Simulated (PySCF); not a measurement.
# Electronic structure of Te+ (tellurium, charge +1) at the UHF level

Configuration: [Kr] 4d10 5s2 5p3, high-spin 4S determinant. Computed with PySCF 2.14 in aug-cc-pwCVDZ-PP with ECP28MDF (6s5p4d1f, 48 functions), with scalar relativity through the core potential.

```
Total energy             : -266.715858 hartree
One-electron energy      : -459.0265 hartree
Hartree (Coulomb) energy : 211.8942 hartree
Exchange energy          : -19.5836 hartree
⟨S²⟩                     : 3.7517
⟨L²⟩                     : 0.000
Sum of ⟨r⟩               : 27.92 bohr
Sum of ⟨r²⟩              : 47.70 bohr²
```

| shell | electrons | mean orbital energy (hartree) | rms radius, mean of both spins (bohr) |
| --- | --- | --- | --- |
| 4s α | 1 | -7.46993 | 0.820 |
| 4s β | 1 | -7.44880 | 0.820 |
| 4p α | 3 | -5.43470 | 0.882 |
| 4p β | 3 | -5.41362 | 0.882 |
| 4d α | 5 | -2.28803 | 1.04 |
| 4d β | 5 | -2.27042 | 1.04 |
| 5s α | 1 | -1.16805 | 2.21 |
| 5s β | 1 | -0.90510 | 2.21 |
| 5p α | 3 | -0.69207 | 2.65 |

Energies and moments cover only the electrons outside the core potential.
